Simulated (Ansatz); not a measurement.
`C=[CH][Ge]([Cl])([Cl])[Cl]` + H₂ → `C=[CH][GeH]([Cl])[Cl]` + HCl  (hydrogenolysis of a Ge–Cl bond)

Computed with Ansatz on PBE0-D4/def2-TZVP structures; ΔE is electronic, products minus reactants. CCSD(T)/CBS is the MP2 limit (def2-TZVPP, def2-QZVPP) plus CCSD(T) − MP2 in def2-TZVPP, frozen cores. This one scheme is used for every species. DFT in def2-TZVPP. For Ge outer-core shells are correlated without core-valence functions, which leaves a few kJ/mol of doubt a bond. Scalar relativity is left out up to krypton. One conformer a species, not always the lowest.

| level | ΔE (kJ/mol) |
| --- | --- |
| r2SCAN0-D4 | 57.0 |
| MP2/def2-SVP | 55.1 |

**Question.** What does CCSD(T)/CBS give? (Best estimate.)

**Answer.** Computed: +53.3 kJ/mol. The listed levels differ from it by 3.7, 1.8 kJ/mol.

Largest T1 diagnostic among the species: 0.010.

At CCSD(T), def2-SVP lies −6.6 kJ/mol from the extrapolated value and def2-TZVPP −1.1 kJ/mol. The D4 term adds +10.8 kJ/mol with B3LYP and +5.9 kJ/mol with PBE0; it sums over pairs of atoms, weighted by their polarisabilities, and B3LYP, whose exchange is more repulsive, gets the larger term. In def2-TZVPP, CCSD(T) changes the Hartree–Fock value by +11.1 kJ/mol (the triples alone add +4.9 kJ/mol) and MP2 by +21.1 kJ/mol.

CCSD(T)/CBS has its own doubt, a few kJ/mol and more with outer-core shells, so smaller differences from it don't rank the levels.

B3LYP here is the variant with VWN-RPA as its local correlation; programs differ in this.
